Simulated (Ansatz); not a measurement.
`[Ga][Br]` + HCl → `[Cl][Ga]` + HBr at 600 K and 1 bar (ligand exchange at a Ga–Br bond).

Gas-phase electronic energies from Ansatz, PBE0-D4/def2-TZVP geometries. CBS: MP2 limit from def2 TZ/QZ plus the TZ coupled-cluster correction, frozen cores. This one scheme is used for every species. For Br, Ga outer-core shells are correlated without core-valence functions, which leaves a few kJ/mol of doubt a bond. Scalar relativity is left out up to krypton.

```json
{"species": "`[Ga][Br]`", "CCSD(T)/CBS energy (Eh)": "-4497.32085", "H − E (kJ/mol)": "22.6", "S (J/(mol·K))": "277.6"}
{"species": "HCl", "CCSD(T)/CBS energy (Eh)": "-460.38127", "H − E (kJ/mol)": "35.4", "S (J/(mol·K))": "207.2"}
{"species": "`[Cl][Ga]`", "CCSD(T)/CBS energy (Eh)": "-2383.77894", "H − E (kJ/mol)": "22.8", "S (J/(mol·K))": "265.6"}
{"species": "HBr", "CCSD(T)/CBS energy (Eh)": "-2573.91920", "H − E (kJ/mol)": "33.5", "S (J/(mol·K))": "219.1"}
```

H − E and S are ideal-gas, rigid-rotor, harmonic terms from PBE0-D4/def2-TZVP. 1 Eh = 2625.50 kJ/mol, R = 8.31446 J/(mol·K).

By hand: ΔE, ΔH, ΔS and ΔG.

ΔE = (-2383.77894) + (-2573.91920) − (-4497.32085) − (-460.38127) = 0.00398 Eh = 10.4 kJ/mol. Δ(H − E) = 22.8 + 33.5 − 22.6 − 35.4 = -1.7, so ΔH = 8.7 kJ/mol. ΔS = 265.6 + 219.1 − 277.6 − 207.2 = -0.1 J/(mol·K). ΔG = 8.7 − 600 × (-0.1)/1000 = 8.8 kJ/mol.

By hand: the equilibrium constant, and the temperature at which ΔG would vanish if ΔH and ΔS stayed fixed.

log₁₀ K = −ΔG/(RT ln 10) = -0.8. ΔH and −TΔS have one sign here, so there is no such temperature.

The number of gas molecules stays the same, so ΔS is small and ΔH decides. A doubt of 5 kJ/mol in ΔE shifts log₁₀ K by 0.4 here. These are equilibria of isolated gas molecules and say nothing of rates. Largest T1 diagnostic: 0.013 (customary marks: 0.02 for closed shells, 0.045 for open ones).

ΔS is within the doubt of such terms, so its sign, and with it that verdict, could turn.
